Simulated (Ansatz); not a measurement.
Compare A (`[Se]=[C]1C[NH][AlH]1`) with its isomer B (`[SeH]C1=[N][AlH][CH2]1`).

Calculated with Ansatz (gas phase, PBE0-D4/def2-TZVP geometries, no zero-point term in ΔE). CCSD(T)/CBS adds triple-zeta CCSD(T) − MP2 to the extrapolated MP2 energy (def2 sets, frozen cores). DFT in def2-TZVPP. B3LYP here is the variant with VWN-RPA as its local correlation; programs differ in this. For Se outer-core shells are correlated without core-valence functions, which leaves a few kJ/mol of doubt a bond. Scalar relativity is left out up to krypton. One conformer a species, not always the lowest.

A:

```xyz
9

Se   -2.832   -0.246   -0.284
C    -1.093   -0.074   -0.319
C    -0.157   -0.102    0.879
N     1.145    0.089    0.223
Al    0.517    0.192   -1.428
H    -0.415    0.697    1.587
H    -0.245   -1.059    1.412
H     1.965    0.111    0.803
H     1.115    0.393   -2.873
```

B:

```xyz
9

Se    1.615    1.029    1.595
C     0.101    0.546    0.505
N    -0.982    1.218    0.582
Al   -1.651    0.067   -0.688
C     0.169   -0.635   -0.459
H     2.497   -0.034    1.097
H    -3.026   -0.100   -1.447
H     0.350   -1.585    0.048
H     0.928   -0.505   -1.233
```

Which isomer does CCSD(T)/CBS put lower? Give the gap. (Estimate.)

Ansatz gave: B, by 0.2 kcal/mol. So small a gap doesn't settle the order.

Give E(B) − E(A) in kcal/mol with PBE-D4, B2PLYP, CCSD(T)/def2-TZVPP, B3LYP, CCSD/def2-TZVPP, HF/def2-TZVPP, ωB97M-V. (An estimate is asked.)

The calculation gave: PBE-D4 -3.5, B2PLYP -1.8, CCSD(T)/def2-TZVPP -1.4, B3LYP -2.5, CCSD/def2-TZVPP -1.8, HF/def2-TZVPP -4.1, ωB97M-V -3.6. None reverses the order clearly.

Largest T1 diagnostic: 0.017.

In def2-TZVPP, CCSD(T) changes the Hartree–Fock value by +2.7 kcal/mol (the triples alone add +0.4 kcal/mol) and MP2 by +2.1 kcal/mol.
